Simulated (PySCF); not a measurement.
**C₆ coefficients of unlike pairs at BLYP**

Calculated with PySCF 2.14 from the dipole response of each species, C₆(A,B) = (3/π) ∫ α_A(iu) α_B(iu) du, in atomic units, from isotropic polarisabilities. For ions this is the dispersion term alone; charge-induced terms of lower order in 1/R come first.

```
species      configuration                                                                 basis      relativity  α (bohr³)  C₆ (like pair)
     Pd     [Kr] 4d10 (1S)  def2-TZVPPD with the def2 core potential (28 electrons) (6s4p3d2f1g)  core potential      20.35           89.88
   Ne²⁺  [He] 2s2 2p4 (3P)                                                dyall-av3z (15s9p3d2f)   spin-free X2C     0.8643           1.099
     F⁺  [He] 2s2 2p4 (3P)                                               dyall-acv3z (15s9p4d2f)   spin-free X2C      1.856           3.487
     K⁺          [Ar] (1S)                                               dyall-av3z (25s18p5d2f)            none      5.703           24.68
```

(1) Estimate C₆ for F⁺ with Pd.

No spin-orbit coupling is included.

The other pairs:

```tsv
pair	C₆
F⁺, Ne²⁺	1.927
K⁺, Pd	43.93
K⁺, F⁺	9.149
Ne²⁺, Pd	8.478
K⁺, Ne²⁺	4.908
```

Answers

(1) The integral gives 16.01. The combination rule 2 C_A C_B / (C_A α_B/α_A + C_B α_A/α_B) gives 13.50 and the geometric mean 17.70.
